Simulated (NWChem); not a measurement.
System: SnH3 cation; SMILES [SnH3+]

Here is an NWChem input.

```
start job
memory heap 200 mb stack 900 mb global 1100 mb
charge 1
geometry units angstroms noautosym nocenter noautoz
  Sn     0.000000     0.000000     0.000000
  H      1.209620     1.209620     0.000000
  H      0.442752    -1.652371     0.000000
  H     -1.652371     0.442752     0.000000
end
basis spherical
  * library def2-svp
end
ecp
  Sn library def2-ecp
end
dft
  xc b3lyp
  iterations 150
end
tddft
  nroots 8
  notriplet
end
task tddft energy
```

The geometry was optimised at PBE-D3(BJ)/def2-SVP. def2 effective core potentials on Sn; no spin-orbit coupling.

Vertical excitations in the gas phase.

Question: Predict the main results of this run. (B3LYP/def2-SVP with def2 effective core potentials on Sn, full TDDFT.) Quantities: lowest excitation, singlet (eV); oscillator strength of that lowest state; lowest state with f > 0.02, singlet (eV); oscillator strength of that bright state; orbital gap (eV).

Answer: 
```
Quantity                                  Value
----------------------------------------  -----
lowest excitation, singlet (eV)            4.90
oscillator strength of that lowest state  0.000
lowest state with f > 0.02, singlet (eV)   8.59
oscillator strength of that bright state  0.146
orbital gap (eV)                           6.09
```
